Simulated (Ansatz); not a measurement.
Species: CH3B2N, SMILES `B=CB=N` (charge 0, multiplicity 1).

Question: Give a relaxed geometry from PBE0-D3(BJ)/def2-TZVP (Ansatz, a first-principles code).

Answer: One answer among several that fit: the end point of this relaxation, one of several conformers (outside a Z-matrix the atoms follow the SMILES, hydrogens last).
Bond lengths (Å): B1–C2 1.376, B1–H5 1.174, C2–B3 1.506, C2–H6 1.085, B3–N4 1.242, N4–H7 0.990. Bond angles (°): C2–B1–H5 176.9, B1–C2–B3 114.1, B1–C2–H6 126.4, B3–C2–H6 119.5, C2–B3–N4 178.6, B3–N4–H7 179.0.
